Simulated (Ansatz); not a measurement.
## Relative stability

The two ends of one reaction step of SiN$_{2}$H$_{6}$O, singlet (PBE0-D4/def2-TZVP).

A:

```csv
atom,x (Å),y (Å),z (Å)
Si1,0.1205,-0.1484,-0.3040
H2,0.6051,-1.3549,-1.0356
O3,-0.2030,1.0066,-1.4381
H4,-0.5232,0.6885,-2.2825
N5,1.1919,0.6603,0.7377
N6,-1.1543,-0.7464,0.6553
H7,1.4732,0.2631,1.6165
H8,1.8401,1.3456,0.3904
H9,-1.6743,-1.5628,0.3823
H10,-1.6760,-0.1517,1.2780
```

B:

```tsv
atom	x (Å)	y (Å)	z (Å)
Si1	-0.1855	0.3142	0.1824
H2	0.8791	-1.3507	-3.7346
O3	-0.1831	0.3834	-1.3323
H4	0.6139	-0.9149	-3.1845
N5	1.0011	0.9518	1.1813
N6	-1.3758	-0.4102	1.1153
H7	1.0094	0.9111	2.1850
H8	1.7971	1.4250	0.7895
H9	-2.1693	-0.8478	0.6793
H10	-1.3869	-0.4621	2.1185
```

Program: Ansatz 0.2.0. Basis: def2-TZVPP. Cores are frozen in the correlated methods. B3LYP uses VWN-RPA correlation.

Q: Which structure is lower at CCSD(T), and by how much? (An estimate is asked for; the value comes from the calculation.)

A: By the calculation: A, by 36.75 kcal/mol (electronic energy, against the other). By their contacts, A is SiN₂H₆O ([NH2][SiH]([NH2])[OH]) and B is a complex of SiN₂H₄O ([NH2][Si]([NH2])[O]) + H₂.

All methods give the same order:

```
      method  E(B) − E(A) (kcal/mol)
       SPW92                   39.68
      PBE-D4                   33.08
     BLYP-D4                   29.16
   r2SCAN-D4                   35.51
      B97M-V                   35.77
     PBE0-D4                   38.19
    B3LYP-D4                   34.02
  r2SCAN0-D4                   39.27
    BHLYP-D4                   39.39
CAM-B3LYP-D4                   36.80
     wB97X-V                   37.84
     wB97M-V                   36.94
      B2PLYP                   34.12
    PBE-QIDH                   39.37
  RPA on PBE                   34.94
          HF                   41.43
         MP2                   34.96
        CCSD                   38.22
     CCSD(T)                   36.75
```

The T1 diagnostic stays at or below 0.014.

Labels in which every atom is bracketed show which atoms are joined, not bond orders.

For scale, one of the runs: CCSD(T)/def2-TZVPP, 219 basis functions, launched by `ansatz run in.yaml --threads 4 --pin off --events-out ev --progress --plain --max-ram 9574MiB`. Time: 54 s of wall clock on 4 CPU threads of an Arm Neoverse V1; the host was shared. Peak host memory: 3.4 GiB.
